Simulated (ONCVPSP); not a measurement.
**What one change does to a pseudopotential (gold, ONCV)**

* Element: gold
* Generator: ONCVPSP 4.0.1
* Type: optimised norm-conserving Vanderbilt (ONCV)
* Functional: PBE
* Relativity: scalar-relativistic
* Frozen core: [Kr] 4d10
* Valence charge: 33
* Reference configuration: 4f14 5s2 5p6 5d10 6s1
* Partial waves: 5s+6s: rc 1.80 bohr, ncon 3, nbas 7, qcut 8.7 1/bohr, 2 projectors; 5p: rc 1.10 bohr, ncon 3, nbas 8, qcut 8.4 1/bohr, 3 projectors, debl 2.9 Ha; 5d: rc 1.95 bohr, ncon 4, nbas 9, qcut 8.7 1/bohr, 2 projectors, debl 3.9 Ha; 4f: rc 0.60 bohr, ncon 4, nbas 8, qcut 33.1 1/bohr, local
* Local potential: the f channel
* Core correction: Teter function, fcfact 1.5, rcfact 1.1

Change: all radii but the core radius scaled by about 1.21 (s 2.18, p 1.34, d 2.36, f 0.72 bohr).

Cutoffs: the cutoffs (Ha) at which the residual kinetic energy of the hardest occupied pseudo-wave falls to 1 and 0.1 mHa per electron; they do not see the model core or the augmentation charge, which bear on the density cutoff. Errors are all-electron minus pseudo energies relative to the spin-unpolarised reference configuration.

Predict the effect on cutoff, ghosts and configuration errors.

The potential gets softer (417 Ha and 459 Ha → 378 Ha and 424 Ha); both files keep a bound ghost (d, p, s); of the 4 tests that both files solve, the error grows in 1 and shrinks in 1 by more than 15 % and 0.3 meV (median size 6.7 → 7.7 meV). A larger radius leaves more room for a smooth pseudo-wave, so fewer plane waves are needed.

| quantity | base | changed |
| --- | --- | --- |
| cutoff, loose | 417 Ha | 378 Ha |
| cutoff, tight | 459 Ha | 424 Ha |
| loose cutoff by channel | s 22 Ha, p 36 Ha, d 22 Ha, f 417 Ha | s 15 Ha, p 28 Ha, d 20 Ha, f 378 Ha |
| bound ghosts | s, p, d | s, p, d |
| GHOST(+) flags under 300 eV | none | none |
| error for 4f14 5s2 5p6 5d10 6s0, meV [ΔE 9.41 eV] | -5.7 | -7.0 |
| error for 4f14 5s2 5p6 5d9 6s0, meV [ΔE 30.62 eV] | -7.7 | -8.5 |
| error for 4f14 5s2 5p6 5d8 6s0, meV [ΔE 64.49 eV] | -16 | -9.7 |
| error for 4f14 5s2 5p6 5d9 6s2, meV [ΔE 1.69 eV] | -1.5 | -1.5 |
| rms error of d²Exc/dni dnj with the model core, mHa | 5.40 | 5.88 |

 A true bound ghost makes a file unfit for plane-wave use even where its test errors are small: the radial tests pick states by their node count and pass the ghost by.
